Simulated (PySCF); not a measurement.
Au⁻ (gold, charge -1) across methods

[Xe] 4f14 5d10 6s2, closed-shell 1S. All numbers are calculated (PySCF 2.14, scalar relativity through the core potential, in aug-cc-pVDZ-PP with ECP60MDF). The B2PLYP total includes its PT2 part (frozen core); its orbital energies are those of the SCF part.

```json
{"method": "wB97X", "E (hartree)": "-135.7823", "mean ε 5p (eV)": "-58.985", "mean ε 5d (eV)": "-3.872", "mean ε 6s (eV)": "-1.908", "Σ⟨r²⟩ (bohr²)": "72.55", "⟨S²⟩": "0.000"}
{"method": "PBE", "E (hartree)": "-135.8177", "mean ε 5p (eV)": "-52.874", "mean ε 5d (eV)": "0.062", "mean ε 6s (eV)": "0.512", "Σ⟨r²⟩ (bohr²)": "71.86", "⟨S²⟩": "0.000"}
{"method": "r2SCAN", "E (hartree)": "-135.8279", "mean ε 5p (eV)": "-54.516", "mean ε 5d (eV)": "-0.083", "mean ε 6s (eV)": "0.374", "Σ⟨r²⟩ (bohr²)": "70.26", "⟨S²⟩": "0.000"}
{"method": "LDA", "E (hartree)": "-135.5875", "mean ε 5p (eV)": "-52.809", "mean ε 5d (eV)": "-0.050", "mean ε 6s (eV)": "0.288", "Σ⟨r²⟩ (bohr²)": "70.98", "⟨S²⟩": "0.000"}
{"method": "PBE0", "E (hartree)": "-135.7642", "mean ε 5p (eV)": "-56.627", "mean ε 5d (eV)": "-1.445", "mean ε 6s (eV)": "-0.064", "Σ⟨r²⟩ (bohr²)": "71.71", "⟨S²⟩": "0.000"}
{"method": "MN15", "E (hartree)": "-135.5515", "mean ε 5p (eV)": "-55.702", "mean ε 5d (eV)": "-2.196", "mean ε 6s (eV)": "-0.974", "Σ⟨r²⟩ (bohr²)": "71.82", "⟨S²⟩": "0.000"}
{"method": "BP86", "E (hartree)": "-135.9266", "mean ε 5p (eV)": "-53.021", "mean ε 5d (eV)": "-0.046", "mean ε 6s (eV)": "0.361", "Σ⟨r²⟩ (bohr²)": "71.31", "⟨S²⟩": "0.000"}
{"method": "UHF", "E (hartree)": "-134.80296", "mean ε 5p (eV)": "-67.682", "mean ε 5d (eV)": "-5.753", "mean ε 6s (eV)": "-1.150", "Σ⟨r²⟩ (bohr²)": "77.73", "⟨S²⟩": "0.000"}
{"method": "B2PLYP", "E (hartree)": "-135.5572", "mean ε 5p (eV)": "-60.756", "mean ε 5d (eV)": "-2.967", "mean ε 6s (eV)": "-0.517", "Σ⟨r²⟩ (bohr²)": "73.75", "⟨S²⟩": "0.000"}
```

Energies and moments cover only the electrons outside the core potential. Spin-orbit coupling, which splits the p, d and f shells strongly at this Z, is absent.

The highest occupied level is positive at PBE, r2SCAN, LDA, BP86: only the finite basis holds that electron, which in a density functional comes from self-interaction.
